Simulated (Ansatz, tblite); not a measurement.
Forces on Bi3⁺ at its B3LYP-D4/def2-SVP geometry. Charge 1, multiplicity 1.

In the def2 sets Bi takes a core potential; there is no spin–orbit coupling. The xTB rows come from tblite. The structure comes from a short search, and lower isomers may exist.

GFN2-xTB (tblite), largest force 0.81 eV/Å:

```xyz
3
positions Å, forces eV/Å
Bi   -1.567   -0.575    0.234    0.754    0.277   -0.113
Bi    0.939    0.451    1.325   -0.452   -0.217   -0.638
Bi    0.628    0.124   -1.559   -0.302   -0.060    0.751
```

PBE-D4/def2-TZVP (Ansatz), largest force 0.25 eV/Å:

```
Bi 0.230 0.084 -0.035
Bi -0.138 -0.066 -0.195
Bi -0.092 -0.018 0.229
```

PBE0-D4/def2-TZVP (Ansatz), largest force 0.77 eV/Å:

```
Bi 0.718 0.264 -0.108
Bi -0.430 -0.207 -0.607
Bi -0.288 -0.057 0.715
```
